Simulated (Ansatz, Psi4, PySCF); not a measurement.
C2H8FGeNO2 (SMILES C[O][Ge]([NH2])([F])[O]C), singlet, at a GFN2-xTB geometry, atoms displaced at random by about 0.08 Å a coordinate. Base run: B3LYP/STO-3G, gradient (PySCF).

The PySCF input:
```python
from pyscf import gto, scf, dft

mol = gto.M(
    atom='''
C    -2.199407   -1.388214    0.658543
O    -0.801998   -1.038161    0.818735
Ge    0.055525    0.353169   -0.022778
N    -0.708590    1.903375   -0.033539
F    -0.370511   -0.129593   -1.750794
O     1.632003    0.245537    0.292516
C     2.432676   -1.042679    0.243637
H    -2.765913   -0.510964    0.940944
H    -2.126891   -2.127571    1.383805
H    -2.426625   -1.519946   -0.330620
H    -0.499149    2.527030   -0.628804
H    -0.386851    2.351916    0.969965
H     2.669353   -1.314321   -0.669878
H     2.122007   -1.605460    0.936158
H     3.395741   -0.540001    0.758733
''',
    basis='sto-3g',
    charge=0,
    spin=0,
    verbose=4,
)

mf = dft.RKS(mol)
mf.xc = 'b3lyp'
mf.kernel()
g = mf.nuc_grad_method()
grad = g.kernel()
```

Programs used: Ansatz (an electronic-structure program), Psi4, PySCF; a row that names a program was run with it.

The coordinate followed is z of atom 9.

The base run was repeated with changes; each row names its change, and settings that it needs were set with it.

```csv
change,dE/dx (Eh/bohr),net force (Eh/bohr)
base,-0.028595,0.000059
code = ansatz,-0.028595,0.000000
grids.level = 1; grid_response = off,-0.028595,0.001292
code = psi4,-0.028598,0.000275
grids.level = 0; grid_response = on,-0.028666,0.000000
conv_tol = 1e-4,-0.028590,0.000059
finite difference step (bohr) = 0.2; conv_tol = 1e-11,-0.030440,-
finite difference step (bohr) = 1e-4; conv_tol = 1e-11,-0.028595,-
finite difference step (bohr) = 1e-5; conv_tol = 1e-11,-0.028595,-
grid_response = on,-0.028595,0.000000
density fitting = on; auxbasis_response = off,-0.028621,0.001801
grids.level = 5; grid_response = on,-0.028595,0.000000
```

The net force is zero for an exact gradient.
